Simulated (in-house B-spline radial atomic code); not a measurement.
The outermost shell (largest non-relativistic mean radius) with and without relativity; Dirac values are averaged over j. Computed with a radial B-spline atomic code at the basis-set limit: non-relativistic Hartree-Fock and Dirac-Hartree-Fock, averages of the configuration (point nuclei without relativity, finite nuclei with it).

```tsv
ion	configuration	outermost shell	radius non-relativistic (bohr)	radius Dirac (bohr)	radius change (%)	level non-relativistic (eV)	level Dirac (eV)	spin-orbit splitting (eV)
Ga	[Ar] 3d10 4s2 4p1	4p	3.4243	3.4226	-0.04723	-5.674	-5.6364	0.098205
Ge	[Ar] 3d10 4s2 4p2	4p	2.9039	2.8984	-0.18726	-7.329	-7.296	0.18095
As	[Ar] 3d10 4s2 4p3	4p	2.5611	2.5545	-0.25801	-8.983	-8.953	0.2844
Se	[Ar] 3d10 4s2 4p4	?	?	?	?	?	?	?
Br	[Ar] 3d10 4s2 4p5	4p	2.1116	2.1042	-0.35136	-12.438	-12.413	0.56128
Kr	[Ar] 3d10 4s2 4p6	4p	1.9516	1.944	-0.39106	-14.264	-14.243	0.73927
Rb	[Kr] 5s1	?	?	?	?	?	?	?
Sr	[Kr] 5s2	5s	4.633	4.564	-1.4887	-4.856	-4.9324	-
```

Fill in the row of Se.

outermost shell: 4p; radius non-relativistic (bohr): 2.3089; radius Dirac (bohr): 2.3017; radius change (%): -0.30853; level non-relativistic (eV): -10.681; level Dirac (eV): -10.653; spin-orbit splitting (eV): 0.41046.

Fill in the row of Rb.

outermost shell: 5s; radius non-relativistic (bohr): 5.6319; radius Dirac (bohr): 5.545; radius change (%): -1.5427; level non-relativistic (eV): -3.752; level Dirac (eV): -3.8108.

Which member changes most?

Rubidium (Rb): its 5s shell contracts by 1.5 %.
